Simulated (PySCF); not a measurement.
Compound: C2H6N2Si.
SMILES with atom numbers: `[N:1]#[C:2][CH2:3][SiH2:4][NH2:5]` (hydrogens: H6, H7 on C3; H8, H9 on Si4; H10, H11 on N5)

Cartesian coordinates in Å at the GFN2-xTB level; atoms count from 1:
```
atom  x, y, z in Å
N1    -1.206    2.436   -0.332
C2    -1.218    1.291   -0.381
C3    -1.176   -0.132   -0.416
Si4    0.339   -0.769    0.575
N5     1.675    0.034   -0.143
H6    -1.106   -0.454   -1.456
H7    -2.100   -0.526    0.005
H8     0.507   -2.199    0.321
H9     0.082   -0.513    1.999
H10    2.612   -0.183    0.156
H11    1.598    1.017   -0.354
```

A PySCF run (density fitting, gas phase, GFN2-xTB geometry) gave HOMO -6.15 eV, LUMO -0.44 eV, dipole 3.39 D and E = -478.736 Eh.

Task: Which of these levels was it?
A. PBE0/pcSseg-1
B. BLYP/pcSseg-1
C. B3LYP/pcseg-1
D. PBE0/def2-SVPD

Result: B. It is BLYP/pcSseg-1. All candidates on this geometry:

```
               level and settings           kind  basis functions  SCF cycles     E (Eh)  HOMO (eV)  LUMO (eV)  dipole (D)
                    BLYP/pcSseg-1            GGA              122          15  -478.7359      -6.15      -0.44        3.39
B3LYP/pcseg-1, level shift 0.3 Eh  global hybrid              104          12  -478.8104      -7.48      -0.02        3.47
                   PBE0/def2-SVPD  global hybrid              152          14  -478.2666      -7.82       0.06        3.53
                    PBE0/pcSseg-1  global hybrid              122          14  -478.4531      -7.75       0.32        3.50
```

The nearest other candidate, by the summed differences of HOMO and LUMO, is B3LYP/pcseg-1: its HOMO differs by -1.33 eV and its LUMO by +0.42 eV. Cycle counts include a coarse-grid stage where the run had one.
